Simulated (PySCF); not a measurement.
## Converging GeSe in the basis (CCSD(T))

PySCF, RHF reference; singlet, unpaired electrons none; De to Ge + Se without counterpoise correction. Frozen cores follow the default of each basis and core potential.

| basis | relativity | functions | Re (Å) | ωe (cm⁻¹) | De (eV) | frozen orbitals |
| --- | --- | --- | --- | --- | --- | --- |
| cc-pVDZ-PP | scalar-relativistic core potentials | 46 | 2.170 | 396 | 4.63 | 8 |
| x2c-TZVPPall | spin-free X2C | 96 | 2.147 | 405 | 5.04 | 18 |
| def2-TZVPPD | no relativity | 111 | 2.153 | 406 | 5.08 | 18 |

(1) How does each smaller set differ from the one with most functions, def2-TZVPPD?

Measured (Huber and Herzberg, Constants of Diatomic Molecules (1979)): Re = 2.134629 Å, ωe = 408.7 cm⁻¹. Correlated steps freeze the inner cores (8 to 18 orbitals); shallow outer-core shells are correlated. Correlated levels converge slowly with the basis: in double zeta they bind strong bonds too weakly, by up to about 1 eV, and carry superposition errors of some tenths. Where the molecule has an RHF reference, its open-shell atoms are computed with UHF.

Answers

(1) cc-pVDZ-PP: +1.7 pm, -2.5 % in ωe, -0.45 eV in De; x2c-TZVPPall: -0.6 pm, -0.2 % in ωe, -0.04 eV in De. All at CCSD(T); the set with most functions is neither the basis-set limit nor always the best. The rows treat relativity differently, so the differences are not basis effects alone.
